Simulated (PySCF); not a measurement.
Correlation energy of Ge (germanium, neutral)

[Ar] 3d10 4s2 4p2, high-spin 3P determinant. Computed with PySCF 2.14 in ANO-RCC-VTZP (6s5p3d1f, 43 functions), with the spin-free X2C one-electron Hamiltonian (Gaussian nucleus). Frozen: [Ne]; 22 electrons correlated.

```csv
level,correlation energy (mhartree)
CCSD,-596.13
(T),-7.06
CCSD(T),-603.19
```

Diagnostics: T1 = 0.0083, D1 = 0.0326, largest double amplitude 0.081.

Cost of the coupled-cluster step: of the order of 7 core-seconds, for 22 correlated electrons.
